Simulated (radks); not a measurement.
Results of a calculation; reference values are marked as such.
Neutral technetium inside a hard spherical wall (all orbitals vanish at R), configuration held at [Kr] 4d5 5s2 and not refilled when levels cross. Code: a radial shooting solver on a logarithmic mesh with Libxc functionals. Model: scalar-relativistic Kohn-Sham, PBE, spin-polarised, spherical densities, finite nucleus; open shells are filled with parallel spins first (spin-orbit coupling, left out, can overturn this in heavy ions); Fermi nuclear charge, rms radius 4.4112 fm. Eigenvalues in eV for spin up, with the zero of energy where the potential of the charges vanishes at infinity; a dash marks a level that is unbound or too diffuse for the functional's potential to be trusted. A positive occupied level is held by the wall or, in an anion where self-interaction has pushed it up, behind a barrier. The pressure on the wall is -dE/dV.

R (bohr)  E (hartree)  kinetic (hartree)    e(4s)    e(4p)   e(4d)   e(5s)  e(5p, empty)  e(6s, empty)  pressure (GPa)
free      -4285.67833           4425.173  -74.356  -46.452  -7.827  -5.540        -1.623             -               0
20        -4285.67833           4425.173  -74.356  -46.452  -7.827  -5.540        -1.623             -        < 0.0001
15        -4285.67833           4425.173  -74.356  -46.451  -7.827  -5.540        -1.620         0.277        < 0.0001
12        -4285.67826           4425.173  -74.348  -46.443  -7.819  -5.533        -1.595         0.785         0.00132
10        -4285.67767           4425.179  -74.304  -46.399  -7.777  -5.498        -1.500         1.729          0.0170
8         -4285.67248           4425.217  -74.071  -46.166  -7.555  -5.298        -1.082         4.289           0.232
6         -4285.62605           4425.471  -72.966  -45.070  -6.538  -4.193         0.802        12.486            3.81
3         -4283.23161           4434.558  -57.092  -29.795   9.259  25.190        38.725        117.68            1020
1.5       -4232.21757           4586.943   52.836   89.459  149.69  372.85        406.26        856.52          148000
